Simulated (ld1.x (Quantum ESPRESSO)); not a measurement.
# lanthanum (La): from the effect back to the setting (TM)

Base potential:

* Element: La (Z = 57)
* Generator: ld1.x (Quantum ESPRESSO) 7.5
* Type: norm-conserving Troullier–Martins (Kleinman–Bylander form)
* Functional: PBEsol
* Relativity: scalar-relativistic
* Frozen core: [Kr] 4d10
* Valence charge: 11
* Reference configuration: 4f0 5s2 5p6 5d1 6s2 6p0
* Partial waves: 5p (bound): rc 2.15 bohr; 5d (bound): rc 3.85 bohr; 4f (bound, empty): rc 1.40 bohr; 5s (bound): rc 1.80 bohr
* Local potential: the s channel
* Core correction: none

Occupied shells without a wave of their own: 6s. They enter only through the test configuration that unscreens the potential.

Cutoffs, loose and tight: the cutoffs (Ry, on a coarse ladder) from which the occupation-weighted sum of valence levels, in a spherical-Bessel basis at the reference potential, stays within 10 and 1 mRy of its value at 400 Ry. They do not see the model core or the augmentation charge, which bear on the density cutoff. Test errors are all-electron minus pseudo excitation energies from the reference, over the configurations 4f0 5s2 5p6 5d1 6s1 6p0; 4f0 5s2 5p6 5d1 6s0 6p0; 4f0 5s2 5p6 5d0 6s0 6p0; 4f1 5s2 5p6 5d1 6s0 6p0; 4f0 5s2 5p6 5d2 6s1 6p0; 4f0 5s2 5p5 5d1 6s2 6p0; 4f0 5s2 5p6 5d0 6s2 6p1; variants that change the core or the reference have their own tests. The largest error is taken over the tests solved by every variant that gives reliable tests at all, those not shown here included: 4f0 5s2 5p5 5d1 6s2 6p0; 4f0 5s2 5p6 5d0 6s0 6p0; 4f0 5s2 5p6 5d0 6s2 6p1; 4f0 5s2 5p6 5d1 6s0 6p0; 4f0 5s2 5p6 5d1 6s1 6p0.

Only the s radius is moved (2 further runs of the sweep failed or gave no value and are left out):

```json
{"s radius (bohr)": "1.18", "cutoff, loose": "140 Ry", "cutoff, tight": "260 Ry", "bound ghosts": "p", "largest test error (meV)": "-1861"}
{"s radius (bohr)": "1.3", "cutoff, loose": "90 Ry", "cutoff, tight": "160 Ry", "bound ghosts": "none", "largest test error (meV)": "-428"}
{"s radius (bohr)": "1.48", "cutoff, loose": "45 Ry", "cutoff, tight": "90 Ry", "bound ghosts": "none", "largest test error (meV)": "-219"}
{"s radius (bohr)": "1.64", "cutoff, loose": "45 Ry", "cutoff, tight": "80 Ry", "bound ghosts": "none", "largest test error (meV)": "-251"}
{"s radius (bohr)": "1.88", "cutoff, loose": "40 Ry", "cutoff, tight": "70 Ry", "bound ghosts": "none", "largest test error (meV)": "-614"}
{"s radius (bohr)": "2", "cutoff, loose": "40 Ry", "cutoff, tight": "60 Ry", "bound ghosts": "none", "largest test error (meV)": "-928"}
{"s radius (bohr)": "2.38", "cutoff, loose": "30 Ry", "cutoff, tight": "45 Ry", "bound ghosts": "none", "largest test error (meV)": "-3514"}
```

**Question.** One more run gave cutoff, loose: 35 Ry; cutoff, tight: 50 Ry; bound ghosts: none; largest test error (meV): -2054. Which value of the s radius was used?

**Answer.** 2.16 bohr. The tight cutoff moves one way along this sweep, from 260 Ry at 1.18 to 45 Ry at 2.38 bohr, which places the run between 2 and 2.38 bohr.
